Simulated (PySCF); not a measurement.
Assignment exercise: C9H7P

Geometry:
| atom | x (Å) | y (Å) | z (Å) |
| --- | --- | --- | --- |
| C1 | 2.171 | -1.031 | 0.412 |
| C2 | 2.541 | 0.193 | -0.163 |
| C3 | 1.576 | 1.084 | -0.545 |
| C4 | 0.206 | 0.799 | -0.374 |
| P5 | -0.945 | 2.035 | -0.914 |
| C6 | -2.431 | 1.275 | -0.521 |
| C7 | -2.577 | 0.018 | 0.066 |
| C8 | -1.524 | -0.786 | 0.409 |
| C9 | -0.171 | -0.437 | 0.208 |
| C10 | 0.850 | -1.334 | 0.592 |
| H11 | 2.936 | -1.732 | 0.712 |
| H12 | 3.587 | 0.424 | -0.301 |
| H13 | 1.849 | 2.031 | -0.990 |
| H14 | -3.330 | 1.832 | -0.755 |
| H15 | -3.582 | -0.335 | 0.258 |
| H16 | -1.724 | -1.748 | 0.861 |
| H17 | 0.562 | -2.277 | 1.035 |

[PySCF 2.14: geometry: GFN2-xTB; NMR shieldings at PBE0/pcSseg-1/GIAO; no relativistic terms; single conformer; isolated molecule]

References, each an isolated molecule treated in the same way: $^{13}$C and $^{1}$H against TMS.

Problem. Assign these signals to the numbered atoms. $^{13}$C{$^{1}$H} NMR (computed): δ 170.0 (CH), 160.9 (C), 140.9 (CH), 138.8 (C), 137.9 (CH), 136.7 (CH), 134.2 (CH), 134.0 (CH), 129.6 (CH).

Solution. 
170.0 → C6, aromatic CH
160.9 → C4, ring-fusion aromatic carbon
140.9 → C3, aromatic CH
138.8 → C9, ring-fusion aromatic carbon
137.9 → C10, aromatic CH: the aromatic region
136.7 → C8, aromatic CH
134.2 → C1, aromatic CH
134.0 → C7, aromatic CH
129.6 → C2, aromatic CH

C9 and C10; C10 and C8; C1 and C7 lie closer than the usual error of such a calculation, so a measured spectrum could show them in the other order.

Problem. Assign these signals to the numbered atoms. $^{1}$H NMR (600 MHz, computed): δ 9.65 (m, 1H), 8.76 (m, 1H), 8.33 (m, 1H), 8.25 (m, 1H), 8.25 (m, 1H), 8.07 (m, 1H), 7.89 (m, 1H).

Solution. 
9.65 → H14, hydrogen on an aromatic CH: ring-current deshielding
8.76 → H13, hydrogen on an aromatic CH
8.33 → H17, hydrogen on an aromatic CH
8.25 → H16, hydrogen on an aromatic CH
8.25 → H15, hydrogen on an aromatic CH
8.07 → H11, hydrogen on an aromatic CH
7.89 → H12, hydrogen on an aromatic CH

H17 and H16; H16 and H15 lie closer than the usual error of such a calculation, so a measured spectrum could show them in the other order.

Splittings by $^{31}$P in the carbon and heteronuclear signals aren't shown, as no couplings were computed. Shifts are as computed. Against solution values, carbons near 30 ppm lie about +3 ppm off and those near 130 ppm about +5 ppm. Of 1211 compounds with measured shifts, 218 miss one by over three times the rms of a fit or turn the order of signals round; such compounds aren't used in these exercises. Multiplicities follow the n + 1 count of equivalent neighbours, as no J values were calculated; m marks all less simple cases, F and P coupling included.
